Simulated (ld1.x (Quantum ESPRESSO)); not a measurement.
Before and after: RRKJ potential for arsenic

* Element: arsenic
* Generator: ld1.x (Quantum ESPRESSO) 7.5
* Type: norm-conserving RRKJ (Kleinman–Bylander form)
* Functional: LDA (PZ)
* Relativity: scalar-relativistic
* Frozen core: [Ar] 3d10
* Valence charge: 5
* Reference configuration: 4s1.5 4p3.5
* Partial waves: 4p (bound): rc 2.15 bohr; 4d channel at -0.05 Ry: rc 1.95 bohr; 4s (bound): rc 1.35 bohr
* Local potential: the s channel
* Core correction: a·sin(br)/r model core inside 1.00 bohr

All-electron outer shells of the reference configuration (LDA (PZ), scalar-relativistic, ld1.x):

| shell | level (eV) | outermost node (bohr) | outermost maximum (bohr) |
| --- | --- | --- | --- |
| 3p | -134.26 | 0.22 | 0.52 |
| 3d | -41.72 | – | 0.47 |
| 4s | -15.16 | 0.73 | 1.59 |
| 4p | -5.67 | 0.78 | 1.95 |

Change: reference 4s2 4p0.

Cutoffs: the cutoffs (Ry, on a coarse ladder) from which the occupation-weighted sum of valence levels, in a spherical-Bessel basis at the reference potential, stays within 10 and 1 mRy of its value at 400 Ry; they do not see the model core or the augmentation charge, which bear on the density cutoff. Errors are all-electron minus pseudo energies relative to the spin-unpolarised reference configuration.

Question: What does the change do?

Answer: The potential gets harder (35 Ry and 80 Ry → 40 Ry and 90 Ry); the bound ghost in d disappears; the range in which the s phases agree narrows (upper end 2.5 → 0.3); the range in which the p phases agree narrows (upper end 4.1 → 1.8).

| quantity | base | changed |
| --- | --- | --- |
| cutoff, loose | 35 Ry | 40 Ry |
| cutoff, tight | 80 Ry | 90 Ry |
| bound ghosts | d | none |
| largest error over its own tests, meV | -225 | -84 |
| s: phases at 2.36 bohr within 0.05 rad from the reference energy up to (Ry; the scan ends near 5) | 2.5 | 0.3 |
| p: phases at 2.36 bohr within 0.05 rad from the reference energy up to (Ry; the scan ends near 5) | 4.1 | 1.8 |
| d: phases at 2.36 bohr within 0.05 rad from the reference energy up to (Ry; the scan ends near 5) | to the end of the scan | 3.8 |

 A true bound ghost makes a file unfit for plane-wave use even where its test errors are small: the radial tests pick states by their node count and pass the ghost by.
